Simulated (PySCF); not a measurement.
C5H6F2NS (charge +1).
Atom-mapped SMILES: `[CH3:1][CH2:2][n+:3]1[cH:4][c:5]([F:6])[s:7][c:8]1[F:9]` (hydrogens: H10, H11, H12 on C1; H13, H14 on C2; H15 on C4)

Structure optimised with GFN2-xTB, isolated species.

Problem. Give the optimised bond lengths and angles.

Solution. 
| bond | length (bohr) |
| --- | --- |
| C1–C2 | 2.880 |
| C2–N3 | 2.759 |
| N3–C4 | 2.584 |
| C4–C5 | 2.561 |
| C5–F6 | 2.462 |
| C5–S7 | 3.302 |
| S7–C8 | 3.227 |
| C8–F9 | 2.461 |
| N3–C8 | 2.497 |
| C1–H10, C1–H11, C1–H12 | 2.053 |
| C2–H13, C2–H14 | 2.062 |
| C4–H15 | 2.034 |

Bonds in one row agree within 0.02 bohr and their mean is given. A selection of angles:
| angle | degrees |
| --- | --- |
| C2–C1–H10 | 111.2 |
| C2–C1–H11 | 108.8 |
| H10–C1–H11 | 108.4 |
| H10–C1–H12 | 109.1 |
| C1–C2–N3 | 110.4 |
| C1–C2–H13 | 110.4 |
| C1–C2–H14 | 110.7 |
| N3–C2–H13 | 108.5 |
| H13–C2–H14 | 109.2 |
| C2–N3–C4 | 123.5 |
| C2–N3–C8 | 124.1 |
| C4–N3–C8 | 112.2 |
| N3–C4–C5 | 112.4 |
| N3–C4–H15 | 121.3 |
| C5–C4–H15 | 126.4 |
| C4–C5–F6 | 127.0 |
| C4–C5–S7 | 112.6 |
| F6–C5–S7 | 120.5 |
| C5–S7–C8 | 87.2 |
| S7–C8–F9 | 123.3 |
| N3–C8–S7 | 115.6 |
| N3–C8–F9 | 121.1 |

Torsions: C1–C2–N3–C4 85° (synclinal). The mirror-image conformer, all signs reversed, is as good.

Of the pairs four or more bonds apart, F9···H13 is among the closest relative to their van der Waals radii: 2.48 Å, 93 % of the sum of Bondi's values. C8 (aromatic C–F carbon) is planar (angles 123.3°, 121.1° and 115.6°, sum 360.0°, 0.00 Å off the plane of its three neighbours). The 3 C–N bonds span 1.321 Å (N3–C8, aromatic) to 1.460 Å (C2–N3, drawn single), a spread of 0.139 Å. C4 (aromatic CH next to a ring nitrogen) is planar (angles 126.4°, 121.3° and 112.4°, sum 360.0°, 0.00 Å off the plane of its three neighbours). The 2 C–C bonds span 1.355 Å (C4–C5, aromatic) to 1.524 Å (C1–C2, drawn single), a spread of 0.169 Å. S7 (ring sulfur) is bent (angle 87.2°). N3 (three-coordinate ring nitrogen) is planar (angles 124.1°, 123.5° and 112.2°, sum 359.9°, 0.02 Å off the plane of its three neighbours).

Point group: C1 (no symmetry element, even within 0.4 Å). Stationary, but not proved a minimum.

These are computed values.
